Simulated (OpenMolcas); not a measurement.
Au5+ among 4 point charges of -1.5 e arranged as a tetrahedron (Td), 1.82 Å from the ion.
```
   1.0508    1.0508    1.0508  -1.50
   1.0508   -1.0508   -1.0508  -1.50
  -1.0508    1.0508   -1.0508  -1.50
  -1.0508   -1.0508    1.0508  -1.50
```

```
Program             : OpenMolcas
Method              : SS-CASPT2, IPEA 0.25 Eh, imaginary shift 0.1 Eh (closed shells correlated: 4f 5s 5p)
Basis               : ANO-RCC-VTZP [8s7p5d3f1g]
Scalar Hamiltonian  : DKH2, point nucleus
Active space        : 6 electrons in 5 orbitals (5d)
State averaging     : 2S+1 = 5 even, 5 roots; 2S+1 = 3 even, 45 roots; 2S+1 = 1 even, 50 roots
Spin-orbit coupling : state interaction with AMFI integrals over the reference wave functions
```

Q: What is the spin-free ground state (labels of Td)?

A: 5E, 2-fold in its orbital part, 100 % from free-ion D terms; it has the highest spin that d6 allows.

Q: Where is the first state of the same spin?

A: 5T2 at 2880 cm-1 above the ground state.

Q: What are the lowest two levels with spin-orbit coupling?

A: A 1-fold level A1, then a 3-fold level T1 140 cm-1 above it. Their leading multiplicities are 5 (78 %) and 5 (77 %).

Q: What is χT at 300 K?

A: 4.88 cm3 K/mol.

Roots that are degenerate in the reference are averaged as groups; the widest CASPT2 spread within a group is 320 cm-1 (the 3-fold group of multiplicity 3 near 50000 cm-1 above the lowest state of its run). Shifts and gaps below about the spread of the groups concerned are not significant. Spin-orbit coupling mixes the spin-free states strongly: the lowest level takes only 54 % from its leading state, 5E. An orbital doublet at a regular site is open to a Jahn-Teller distortion, which this geometry leaves out. Point charges give a weaker field than real ligands, and real ions of this kind are as a rule low spin; the high spin found here belongs to the model. The ground term spreads over less than 5000 cm-1, several times less than with real ligands, so orbital moments are less quenched and χT lies further from the spin-only value than at real sites. Free-ion shares, where given, are those of the reference states; single-state CASPT2 does not remix them. Point charges carry no covalency, so the field is a model and not that of real ligands. No measured value stands beside these numbers.
